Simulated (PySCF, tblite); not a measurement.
Isomers of [C4H4FO4]- (charge -1), one GFN2-xTB conformer each. Single-point energies are computed at PBE0/pcSseg-1 (PySCF, gas phase, no added dispersion term), electronic only.

Question: Rank them by PBE0/pcSseg-1 energy, lowest first (kcal/mol).
A. `[O:1]=[CH:2][O:3][CH2:4][C@H:5]([F:6])[C:7](=[O:8])[O-:9]` (charge -1) with O1–C2–O3–C4 -5°, C2–O3–C4–C5 -113°, O3–C4–C5–F6 -61°, C4–C5–C7–O8 42°
B. `[O:1]=[CH:2][O:3][C@H:4]([F:5])[CH2:6][C:7](=[O:8])[O-:9]` (charge -1) with O1–C2–O3–C4 50°, C2–O3–C4–F5 -162°, O3–C4–C6–C7 -44°, C4–C6–C7–O8 18°

Answer: B (0.0), A (2.4).

Neighbours under 5.0 kcal/mol apart (O=CO[C@H](F)CC(=O)[O-] and O=COC[C@H](F)C(=O)[O-]) can change places with a better method, another conformer or zero-point energy. GFN2-xTB itself gives, in the same order: 0.0, 11.2. Both levels put the same isomer lowest.

Question: What happens when harmonic zero-point energies from GFN2-xTB frequencies are added?

Answer: 
```
                SMILES  ZPE (kcal/mol)  electronic (kcal/mol)  with ZPE (kcal/mol)
O=CO[C@H](F)CC(=O)[O-]            51.6                    0.0                  0.0
O=COC[C@H](F)C(=O)[O-]            50.7                    2.4                  1.5
```

The zero-point energies span 0.9 kcal/mol. The order is unchanged.
